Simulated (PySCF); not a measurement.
## Electron correlation in O+ (oxygen, charge +1)

[He] 2s2 2p3, high-spin 4S determinant. Computed with PySCF 2.14 in x2c-TZVPPall (5s3p2d1f, 31 functions), with scalar relativity by spin-free X2C-1e. Frozen: 1s2; 5 electrons correlated.

```tsv
level	correlation energy (mhartree)
CCSD	-111.40
(T)	-1.55
CCSD(T)	-112.95
CCSDT	-113.16
```

Diagnostics: T1 = 0.0041, D1 = 0.0088, largest double amplitude 0.037.

Question: Is a single reference adequate?

Answer: Yes: T1 lies below 0.03 and no double amplitude reaches 0.07.
